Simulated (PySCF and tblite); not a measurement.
The numbers below are computed, except where a source is named.
System: C₆H₇NO₂, numbered as in [CH3:1][c:2]1[cH:3][cH:4][nH:5][c:6]1[C:7](=[O:8])[OH:9].

Geometries: PBE0-D3(BJ)/def2-SVP; energies: PBE0/pcSseg-1 + D3(BJ); zero-point and thermal terms from GFN2-xTB harmonic modes (soft modes blended into free rotors). Rates follow Eyring's equation with the number of equivalent paths and no tunnelling. Programs: tblite and PySCF.

Tunnelling of the moving H, left out here, will speed the real process. In real samples such hydrogens mostly exchange between molecules or through solvent, far faster than by this path.

Task: Estimate the barrier and the room-temperature rate of the shift of H on O9 from O9 to O8.

Result: The electronic barrier is 31.6 kcal/mol and ΔG‡(298 K) 28.6 kcal/mol, over a Cs saddle with an imaginary mode of 1758i cm⁻¹ (GFN2-xTB). With 1 equivalent path, k is 6.7×10⁻⁹ s⁻¹. The end lies 0.8 kcal/mol above the start in free energy.
